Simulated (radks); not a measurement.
The numbers below are computed, except where a source is named.
Trend from Sc2+ to Zn2+: ionisation energy by Delta-SCF between NIST ground configurations, and size. Code: a radial shooting solver on a logarithmic mesh with Libxc functionals. Model: Dirac Kohn-Sham, PBE, spin-unpolarised, spherical densities, finite nucleus; open shells are shared between the two j in proportion to 2j + 1; Fermi nuclear charge, rms radius of each element as measured or else 0.836 A^(1/3) + 0.57 fm.

| species | configuration | configuration of the ion | IE (eV) | NIST (eV) | kind | -e(HOMO) (eV) | outermost | <r> outermost (bohr) |
|---|---|---|---|---|---|---|---|---|
| Sc2+ | [Ar] 3d1 | [Ar] | 24.869 | 24.757 | exp. | 17.898 (3d5/2) | 3d5/2 | 1.57 |
| Ti2+ | [Ar] 3d2 | [Ar] 3d1 | 26.947 | 27.492 | exp. | 19.660 (3d5/2) | 3d5/2 | 1.43 |
| V2+ | [Ar] 3d3 | [Ar] 3d2 | 28.897 | 29.311 | exp. | 21.289 (3d5/2) | 3d5/2 | 1.32 |
| Cr2+ | [Ar] 3d4 | [Ar] 3d3 | 30.748 | 30.96 | exp. | 22.818 (3d5/2) | 3d5/2 | 1.23 |
| Mn2+ | [Ar] 3d5 | [Ar] 3d4 | 32.519 | 33.67 | exp. | 24.268 (3d5/2) | 3d5/2 | 1.15 |
| Fe2+ | [Ar] 3d6 | [Ar] 3d5 | 34.222 | 30.65 | exp. | 25.653 (3d5/2) | 3d5/2 | 1.08 |
| Co2+ | [Ar] 3d7 | [Ar] 3d6 | 35.869 | 33.5 | semi-emp. | 26.984 (3d5/2) | 3d5/2 | 1.02 |
| Ni2+ | [Ar] 3d8 | [Ar] 3d7 | 37.466 | 35.19 | exp. | 28.266 (3d5/2) | 3d5/2 | 0.971 |
| Cu2+ | [Ar] 3d9 | [Ar] 3d8 | 39.019 | 36.84 | exp. | 29.506 (3d5/2) | 3d5/2 | 0.925 |
| Zn2+ | [Ar] 3d10 | [Ar] 3d9 | 40.534 | 39.723 | exp. | 30.709 (3d5/2) | 3d5/2 | 0.883 |

Reference values: NIST Atomic Spectra Database (exp. = measured, semi-emp. = semi-empirical, theory = theoretical value adopted there). Spin polarisation and multiplet splitting are left out, so open shells lie too high by an amount that depends on their filling.

Beside tabulated values, note that spin-unpolarised runs miss the spin-polarisation part of the exchange energy of open shells.
